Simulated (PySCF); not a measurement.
C2H3O2 (SMILES CC(=O)[O-]), charge -1, singlet, geometry from GFN2-xTB, with bond 2-1 at 1.3 times its length; CAMB3LYP/6-311G** (PySCF).

PySCF was given this input:
```python
from pyscf import gto, scf, dft

mol = gto.Mole()
mol.atom = '''
    C    -0.162288    0.148188    0.003053
    O     0.279838    1.697340    0.016151
    O    -1.303649   -0.335301    0.007791
    C     1.020073   -0.907714   -0.018927
    H     1.983641   -0.400147   -0.021837
    H     0.945963   -1.549212    0.858942
    H     0.930409   -1.529823   -0.909212
'''
mol.basis = '6-311g**'
mol.charge = -1
mol.spin = 0
mol.verbose = 4
mol.build()

mf = dft.RKS(mol)
mf.xc = 'camb3lyp'
mf.init_guess = '1e'
mf = mf.newton()
mf.kernel()
```

Question: Predict the main parts of the log of this PySCF run.

Answer: 
```
PySCF version 2.14.0

[INPUT] verbose = 4
[INPUT] num. atoms = 7
[INPUT] num. electrons = 32
[INPUT] charge = -1
[INPUT] spin (= nelec alpha-beta = 2S) = 0
[INPUT] symmetry False subgroup None
[INPUT] Mole.unit = angstrom
[INPUT] Symbol           X                Y                Z      unit          X                Y                Z       unit  Magmom
[INPUT]  1 C     -0.162288000000   0.148188000000   0.003053000000 AA   -0.306679873303   0.280034734947   0.005769333858 Bohr   0.0
[INPUT]  2 O      0.279838000000   1.697340000000   0.016151000000 AA    0.528817179246   3.207507740269   0.030520966638 Bohr   0.0
[INPUT]  3 O     -1.303649000000  -0.335301000000   0.007791000000 AA   -2.463539572563  -0.633627059293   0.014722856236 Bohr   0.0
[INPUT]  4 C      1.020073000000  -0.907714000000  -0.018927000000 AA    1.927658597063  -1.715330859433  -0.035766846360 Bohr   0.0
[INPUT]  5 H      1.983641000000  -0.400147000000  -0.021837000000 AA    3.748538219458  -0.756168239566  -0.041265949382 Bohr   0.0
[INPUT]  6 H      0.945963000000  -1.549212000000   0.858942000000 AA    1.787610993972  -2.927586388890   1.623165136886 Bohr   0.0
[INPUT]  7 H      0.930409000000  -1.529823000000  -0.909212000000 AA    1.758218193830  -2.890946489060  -1.718161669168 Bohr   0.0

nuclear repulsion = 103.837112645635
number of shells = 44
number of NR pGTOs = 148
number of NR cGTOs = 90
basis = 6-311g**
ecp = {}

******** <class 'pyscf.soscf.newton_ah.SecondOrderRKS'> ********
method = SecondOrderRKS
initial guess = 1e
damping factor = 0
level_shift factor = 0
DIIS = <class 'pyscf.scf.diis.CDIIS'>
diis_start_cycle = 1
diis_space = 8
diis_damp = 0
SCF conv_tol = 1e-09
SCF conv_tol_grad = None
SCF max_cycles = 50
direct_scf = True
direct_scf_tol = 1e-13
XC library pyscf.dft.libxc version 7.1.2
    S. Lehtola, C. Steigemann, M. J. T. Oliveira, and M. A. L. Marques,  SoftwareX 7, 1–5 (2018)
XC functionals = camb3lyp
    T. Yanai, D. P. Tew, and N. C. Handy,  Chem. Phys. Lett. 393, 51 (2004)
radial grids:
    Treutler-Ahlrichs [JCP 102, 346 (1995); DOI:10.1063/1.469408] (M4) radial grids

becke partition: Becke, JCP 88, 2547 (1988); DOI:10.1063/1.454033
pruning grids: <function nwchem_prune>
grids dens level: 3
symmetrized grids: False
atomic radii adjust function: <function treutler_atomic_radii_adjust>
small_rho_cutoff = 0
******** <class 'pyscf.dft.rks.RKS'> Newton solver flags ********
SCF tol = 1e-09
conv_tol_grad = None
max. SCF cycles = 50
direct_scf = True
direct_scf_tol = 1e-13
max_cycle_inner = 12
max_stepsize = 0.05
ah_start_tol = 1e+09
ah_level_shift = 0
ah_conv_tol = 1e-12
ah_lindep = 1e-14
ah_start_cycle = 1
ah_max_cycle = 40
ah_grad_trust_region = 2.5
kf_interval = 4
kf_trust_region = 5
canonicalization = True
Set conv_tol_grad to 3.16228e-05
Initial guess from hcore.
  HOMO = -12.7225956684706  LUMO = -11.8347706614458  gap/eV = 24.15895
tot grids = 85824
  HOMO = -0.0296861547301812  LUMO = -0.0237724859948451  gap/eV = 0.16092
Initial guess E= -150.32786550445  |g|= 11.0187
macro= 0  E= -160.936238271515  delta_E= -10.6084  |g|= 11.8096  3 KF 15 JK
macro= 1  E= -180.980679185511  delta_E= -20.0444  |g|= 13.3495  3 KF 15 JK
macro= 2  E= -199.955182865828  delta_E= -18.9745  |g|= 10.2345  3 KF 15 JK
macro= 3  E= -214.905002157011  delta_E= -14.9498  |g|= 6.21294  3 KF 15 JK
macro= 4  E= -223.359406220554  delta_E= -8.4544  |g|= 2.79535  3 KF 15 JK
macro= 5  E= -227.319601482293  delta_E= -3.9602  |g|= 0.867154  3 KF 15 JK
macro= 6  E= -227.944368086812  delta_E= -0.624767  |g|= 1.45655  3 KF 15 JK
macro= 7  E= -228.196996054457  delta_E= -0.252628  |g|= 0.258643  3 KF 13 JK
macro= 8  E= -228.400897596492  delta_E= -0.203902  |g|= 0.164234  3 KF 11 JK
macro= 9  E= -228.404402944567  delta_E= -0.00350535  |g|= 7.56378e-05  5 KF 27 JK
macro= 10  E= -228.404402944617  delta_E= -5.03064e-11  |g|= 1.26073e-05  1 KF 3 JK
Canonicalize SCF orbitals
macro X = 11  E=-228.404402944617  |g|= 1.26073e-05  total 34 KF 171 JK
converged SCF energy = -228.404402944617
```
